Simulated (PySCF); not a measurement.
C2H9FOSi2, SMILES C[Si](C)(F)O[SiH3]. Atoms are numbered in the order given.

```xyz
15

C     -1.6682    -1.6128    -0.7016
Si    -0.7461    -0.0870    -0.1929
C     -1.5821     0.9169     1.1290
F     -0.5729     0.8796    -1.5013
O      0.7791    -0.5137     0.2861
Si     2.2575     0.1983     0.5467
H     -2.6777    -1.3626    -1.0642
H     -1.1311    -2.1376    -1.5069
H     -1.7688    -2.3047     0.1497
H     -0.9954     1.8199     1.3618
H     -1.6892     0.3303     2.0555
H     -2.5860     1.2371     0.8075
H      3.0421     0.2476    -0.7180
H      2.0752     1.5875     1.0635
H      2.9956    -0.6077     1.5565
```
Charge 0, spin multiplicity 1.

Geometry: ωB97X-D3(BJ)/def2-SVP. One conformer was computed; it need not be the lowest.

Two levels are set side by side: PBE/pcSseg-1 (PySCF) and KT2/pcSseg-1 (PySCF). GIAO shifts against CFCl3 (¹⁹F), H2O (¹⁷O), TMS (²⁹Si), TMS (¹H), TMS (¹³C) at the same level; non-relativistic, no solvent, atoms listed together averaged. Differences are taken from unrounded values.

```tsv
quantity	KT2	PBE	PBE minus KT2
δ(¹³C) of C1, C3 (ppm)	0.5	0.4	-0.1
δ(²⁹Si) of Si2 (ppm)	14.2	12.5	-1.7
δ(¹⁹F) of F4 (ppm)	-177.4	-171.9	5.5
δ(¹⁷O) of O5 (ppm)	57.1	62.3	5.2
δ(²⁹Si) of Si6 (ppm)	-36.9	-40.6	-3.8
```

Rough cost on one machine, each run with all the roots and properties that it gave: KT2 against PBE within a factor of 2.
